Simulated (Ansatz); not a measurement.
`[Cl][InH2]`, relaxed with RKS PBE-D4/def2-SVP in the Gaussian-basis code of Ansatz from a rough embedded geometry. The force threshold is 0.03 eV/Å; the program also tests the step.

Total charge 0; spin multiplicity 1. In: def2 effective core potential.

Start:

```xyz
4

Cl    0.345   -1.324    1.699
In   -0.112    0.001    0.027
H     1.248    0.317   -1.231
H    -1.481    1.005   -0.495
```

Problem. By how much does the energy fall, and how many steps does the optimiser take? (An estimate is asked.)

Solution. Computed: 58.96 kJ/mol, in 4 steps.

Problem. Which bonds change most? (Estimate.)

Solution. Computed: Cl1–In2 from 2.182 to 2.384 Å; In2–H3 from 1.879 to 1.728 Å; In2–H4 from 1.776 to 1.727 Å.

Problem. Give the relaxed structure. (An estimate is asked.)

Solution. Computed: 
```xyz
4

Cl    0.241   -1.269    1.676
In   -0.031    0.161   -0.213
H     1.387    0.222   -1.198
H    -1.598    0.886   -0.264
```
